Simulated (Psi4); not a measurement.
ethylenediamine (C2H8N2), singlet, at a GFN2-xTB geometry; SVWN/6-31G* in Psi4.

Input for Psi4:
```
memory 2 GB

molecule {
0 1
  N     1.80389178    0.38626777   -0.22442841
  C     0.55694421    0.17700189    0.49221348
  C    -0.55492179   -0.18446869   -0.49175578
  N    -1.75934788   -0.55072401    0.23450925
  H     2.55231782    0.59994733    0.42532920
  H     1.71475544    1.17096056   -0.86238442
  H     0.23886758    1.05364064    1.08495630
  H     0.69696335   -0.65910161    1.18080159
  H    -0.23414157   -1.04963774   -1.07605929
  H    -0.70278446    0.65914184   -1.18994644
  H    -2.49325710   -0.81799969   -0.41196303
  H    -2.09666295    0.23904307    0.77595401
symmetry c1
}

set basis 6-31g*

energy('svwn')
print_variables()
```

Output, abridged:

```
   => Loading Basis Set <=

    Name: 6-31G*
    Role: ORBITAL
    Keyword: BASIS

         ---------------------------------------------------------
                                   SCF
               by Justin Turney, Rob Parrish, Andy Simmonett
                          and Daniel G. A. Smith
                              RKS Reference
         ---------------------------------------------------------

  ==> Geometry <==

    Molecular point group: c1
    Full point group: C1

    Geometry (in Angstrom), charge = 0, multiplicity = 1:

       Center              X                  Y                   Z               Mass
    ------------   -----------------  -----------------  -----------------  -----------------
         N            1.798538849704     0.406030815489    -0.225639845251    14.003074004430
         C            0.551591279704     0.196764935489     0.491002044749    12.000000000000
         C           -0.560274720296    -0.164705644511    -0.492967215251    12.000000000000
         N           -1.764700810296    -0.530960964511     0.233297814749    14.003074004430
         H            2.546964889704     0.619710375489     0.424117764749     1.007825032230
         H            1.709402509704     1.190723605489    -0.863595855251     1.007825032230
         H            0.233514649704     1.073403685489     1.083744864749     1.007825032230
         H            0.691610419704    -0.639338564511     1.179590154749     1.007825032230
         H           -0.239494500296    -1.029874694511    -1.077270725251     1.007825032230
         H           -0.708137390296     0.678904885489    -1.191157875251     1.007825032230
         H           -2.498610030296    -0.798236644511    -0.413174465251     1.007825032230
         H           -2.102015880296     0.258806115489     0.774742574749     1.007825032230

  Running in c1 symmetry.

  Rotational constants: A =      0.90859  B =      0.12926  C =      0.12037 [cm^-1]
  Rotational constants: A =  27238.82382  B =   3875.13239  C =   3608.62624 [MHz]
  Nuclear repulsion =  132.411923393667649

  Charge       = 0
  Multiplicity = 1
  Electrons    = 34
  Nalpha       = 17
  Nbeta        = 17

  ==> Algorithm <==

  SCF Algorithm Type is DF.
  DIIS enabled.
  MOM disabled.
  Fractional occupation disabled.
  Guess Type is SAD.
  Energy threshold   = 1.00e-06
  Density threshold  = 1.00e-06
  Integral threshold = 1.00e-12

  ==> Primary Basis <==

  Basis Set: 6-31G*
    Blend: 6-31G*
    Number of shells: 40
    Number of basis functions: 76
    Number of Cartesian functions: 76
    Spherical Harmonics?: false
    Max angular momentum: 2

  ==> DFT Potential <==

   => LibXC <=

    Version 7.1.2
    S. Lehtola, C. Steigemann, M. J. T. Oliveira, and M. A. L. Marques,  SoftwareX 7, 1–5 (2018) (10.1016/j.softx.2017.11.002)

   => Composite Functional: SVWN <=

    Slater exchange
    Vosko, Wilk & Nusair (VWN5_RPA)
    P. A. M. Dirac,  Math. Proc. Cambridge Philos. Soc. 26, 376 (1930) (10.1017/S0305004100016108)
    F. Bloch,  Z. Phys. 57, 545 (1929) (10.1007/BF01340281)
    S. H. Vosko, L. Wilk, and M. Nusair,  Can. J. Phys. 58, 1200 (1980) (10.1139/p80-159)

    Deriv               =              1
    GGA                 =          FALSE
    Meta                =          FALSE

    Exchange Hybrid     =          FALSE
    MP2 Hybrid          =          FALSE

   => Exchange Functionals <=

    1.0000         XC_LDA_X

   => Correlation Functionals <=

    1.0000   XC_LDA_C_VWN_RPA

   => LibXC Density Thresholds  <==

    XC_LDA_C_VWN_RPA:  1.00E-15
    XC_LDA_X:  1.00E-15

   => Molecular Quadrature <=

    Radial Scheme          =       TREUTLER
    Pruning Scheme         =           NONE
    Nuclear Scheme         =       TREUTLER

    Blocking Scheme        =         OCTREE
    BS radius alpha        =              1
    Pruning alpha          =              1
    Radial Points          =             75
    Spherical Points       =            302
    Total Points           =         255850
    Total Blocks           =           1964
    Max Points             =            256
    Max Functions          =             75
    Weights Tolerance      =       1.00E-15

   => Loading Basis Set <=

    Name: (6-31G* AUX)
    Role: JKFIT
    Keyword: DF_BASIS_SCF

  ==> Integral Setup <==

  SCF_SUBTYPE=INCORE selected. In-core MEM_DF algorithm will be used.
  Using in-core AOs.

  ==> MemDFJK: Density-Fitted J/K Matrices <==

    J tasked:                   Yes
    K tasked:                    No
    wK tasked:                   No
    Algorithm:                 Core
    Schwarz Cutoff:           1E-12
    Mask sparsity (%):       0.9695
    Fitting Condition:        1E-10

   => Auxiliary Basis Set <=

  Basis Set: (6-31G* AUX)
    Blend: CC-PVDZ-JKFIT
    Number of shells: 168
    Number of basis functions: 524
    Number of Cartesian functions: 524
    Spherical Harmonics?: false
    Max angular momentum: 3

  Minimum eigenvalue in the overlap matrix is 4.1183174329E-03.
  Reciprocal condition number of the overlap matrix is 5.8629924404E-04.
    Using symmetric orthogonalization.

  ==> Pre-Iterations <==

  SCF Guess: Superposition of Atomic Densities via on-the-fly atomic UHF (no occupation information).

   -------------------------
    Irrep   Nso     Nmo
   -------------------------
     A         76      76
   -------------------------
    Total      76      76
   -------------------------

  ==> Iterations <==

                           Total Energy        Delta E     RMS |[F,P]|

   @DF-RKS iter SAD:  -189.06435007662060   -1.89064e+02   0.00000e+00
   @DF-RKS iter   1:  -188.89489678360042    1.69453e-01   1.47884e-02 ADIIS/DIIS
   @DF-RKS iter   2:  -187.94360073680838    9.51296e-01   2.29758e-02 ADIIS/DIIS
   @DF-RKS iter   3:  -189.49061300338840   -1.54701e+00   9.25494e-04 ADIIS/DIIS
   @DF-RKS iter   4:  -189.49159069082492   -9.77687e-04   7.36046e-04 ADIIS/DIIS
   @DF-RKS iter   5:  -189.49288350460557   -1.29281e-03   1.94055e-04 ADIIS/DIIS
   @DF-RKS iter   6:  -189.49298561625159   -1.02112e-04   2.80738e-05 DIIS
   @DF-RKS iter   7:  -189.49298775376153   -2.13751e-06   5.02722e-06 DIIS
   @DF-RKS iter   8:  -189.49298782641117   -7.26496e-08   7.27936e-07 DIIS
  Energy and wave function converged.

  ==> Post-Iterations <==

   Electrons on quadrature grid:
      Ntotal   =   33.9999212193 ; deviation = -7.878e-05

    Orbital Energies [Eh]
    ---------------------

    Doubly Occupied:

       1A    -13.861526     2A    -13.861518     3A     -9.818351
       4A     -9.818218     5A     -0.820938     6A     -0.796168
       7A     -0.638988     8A     -0.544832     9A     -0.464129
      10A     -0.448626    11A     -0.410463    12A     -0.408482
      13A     -0.359567    14A     -0.319358    15A     -0.315739
      16A     -0.201984    17A     -0.191884

    Virtual:

      18A      0.037793    19A      0.040320    20A      0.093983
      21A      0.098352    22A      0.113002    23A      0.137277
      24A      0.141613    25A      0.160447    26A      0.183288
      27A      0.193135    28A      0.211282    29A      0.474418
      30A      0.492013    31A      0.498434    32A      0.538709
      33A      0.603911    34A      0.617649    35A      0.661844
      36A      0.673354    37A      0.713553    38A      0.739471
      39A      0.763717    40A      0.773850    41A      0.833882
      42A      0.849669    43A      0.854634    44A      0.877883
      45A      0.883939    46A      0.905489    47A      0.915196
      48A      0.956310    49A      1.053082    50A      1.260694
      51A      1.287591    52A      1.373418    53A      1.400479
      54A      1.533409    55A      1.600729    56A      1.739009
      57A      1.818212    58A      1.844599    59A      1.852797
      60A      1.934665    61A      1.946222    62A      2.048496
      63A      2.068721    64A      2.198918    65A      2.235408
      66A      2.244526    67A      2.334378    68A      2.375319
      69A      2.434235    70A      2.478249    71A      2.642227
      72A      2.711203    73A      3.649895    74A      3.724287
      75A      4.128400    76A      4.355977

    Final Occupation by Irrep:
              A
    DOCC [    17 ]
    NA   [    17 ]
    NB   [    17 ]

  @DF-RKS Final Energy:  -189.49298782641117

   => Energetics <=

    Nuclear Repulsion Energy =            132.4119233936676494
    One-Electron Energy =                -518.8597144977136395
    Two-Electron Energy =                 223.5648543062604858
    DFT Exchange-Correlation Energy =     -26.6100510286256409
    Empirical Dispersion Energy =           0.0000000000000000
    VV10 Nonlocal Energy =                  0.0000000000000000
    Total Energy =                       -189.4929878264111665

Computation Completed

Properties will be evaluated at   0.000000,   0.000000,   0.000000 [a0]

Properties computed using the SCF density matrix

 Multipole Moments:

 ------------------------------------------------------------------------------------
     Multipole            Electronic (a.u.)      Nuclear  (a.u.)        Total (a.u.)
 ------------------------------------------------------------------------------------

 L = 1.  Multiply by 2.5417464519 to convert [e a0] to [Debye]
 Dipole X            :          0.1132235           -0.3439296           -0.2307061
 Dipole Y            :         -0.4180215            1.2697891            0.8517676
 Dipole Z            :          0.0256239           -0.0778355           -0.0522117
 Magnitude           :                                                    0.8840019

 ------------------------------------------------------------------------------------

  Variable Map:
  ----------------------------------------------------------------------------
  "CURRENT ENERGY"              =>    -189.492987826411
  "CURRENT REFERENCE ENERGY"    =>    -189.492987826411
  "DD SOLVATION ENERGY"         =>       0.000000000000
  "DFT FUNCTIONAL TOTAL ENERGY" =>    -189.492987826411
  "DFT TOTAL ENERGY"            =>    -189.492987826411
  "DFT VV10 ENERGY"             =>       0.000000000000
  "DFT XC ENERGY"               =>     -26.610051028626
  "GRID ELECTRONS ALPHA"        =>      16.999960609629
  "GRID ELECTRONS BETA"         =>      16.999960609629
  "GRID ELECTRONS TOTAL"        =>      33.999921219258
  "NUCLEAR REPULSION ENERGY"    =>     132.411923393668
  "ONE-ELECTRON ENERGY"         =>    -518.859714497714
  "PCM POLARIZATION ENERGY"     =>       0.000000000000
  "PE ENERGY"                   =>       0.000000000000
  "SCF ITERATION ENERGY"        =>    -189.492987826411
  "SCF ITERATIONS"              =>       8.000000000000
  "SCF TOTAL ENERGY"            =>    -189.492987826411
  "TWO-ELECTRON ENERGY"         =>     223.564854306260
  "XC GRID RADIAL POINTS"       =>      75.000000000000
  "XC GRID SPHERICAL POINTS"    =>     302.000000000000
  "XC GRID TOTAL POINTS"        =>  255850.000000000000

  Array Variable Map:
  ----------------------------------------------------------------------------
  "CURRENT DIPOLE"              =>      -0.230706094464 ... -0.052211653970 1 by 3
  "SCF DIPOLE"                  =>      -0.230706094464 ... -0.052211653970 1 by 3
  "SCF TOTAL ENERGIES"          =>    -189.064350076621 ... -189.492987826411 1 by 9
```
